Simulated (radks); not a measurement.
The numbers below are computed, except where a source is named.
All-electron atom: Dy IX in [Kr] 4d10 4f(5/2: 6, 7/2: 0) 5s1 5p(1/2: 2, 3/2: 3) (not the ground configuration). Level of theory: Dirac Kohn-Sham, relativistic LDA (MacDonald-Vosko exchange, VWN5 correlation), spin-unpolarised, spherical densities, finite nucleus; Fermi nuclear charge, rms radius 5.2218 fm (a radial shooting solver on a logarithmic mesh with Libxc functionals). Some entries of the table are withheld. Estimate them.

orbital,occ.,eigenvalue (hartree),<r> (bohr),<r^2> (bohr^2)
1s1/2,2,-1961.854,0.02121,0.0006145
2s1/2,2,-331.4870,0.08955,0.009529
2p1/2,2,-315.8833,0.07461,0.006888
2p3/2,4,-286.8235,0.08163,0.008111
3s1/2,2,-78.11702,0.2349,0.06320
3p1/2,2,-71.24104,0.2244,0.05859
3p3/2,4,-65.20418,0.2377,0.06553
3d3/2,4,-53.27691,0.2100,0.05188
3d5/2,6,-51.95249,0.2141,0.05381
4s1/2,2,-19.69665,0.5273,0.3139
4p1/2,2,-16.96332,0.5360,(1)
4p3/2,4,-15.57252,0.5652,(2)
4d3/2,4,-11.02753,0.5898,0.4023
4d5/2,6,-10.76824,0.5996,0.4155
5s1/2,1,-6.17042,1.162,1.504
5p1/2,2,(3),1.240,1.718
4f5/2,6,-5.23457,0.6799,(4)
4f7/2,0,-5.19093,0.6855,(5)
5p3/2,3,(6),1.298,1.882

Answer. 
(1) 4p1/2 <r^2> (bohr^2): 0.3269
(2) 4p3/2 <r^2> (bohr^2): 0.3630
(3) 5p1/2 eigenvalue (hartree): -5.27848
(4) 4f5/2 <r^2> (bohr^2): 0.5594
(5) 4f7/2 <r^2> (bohr^2): 0.5685
(6) 5p3/2 eigenvalue (hartree): -5.00079
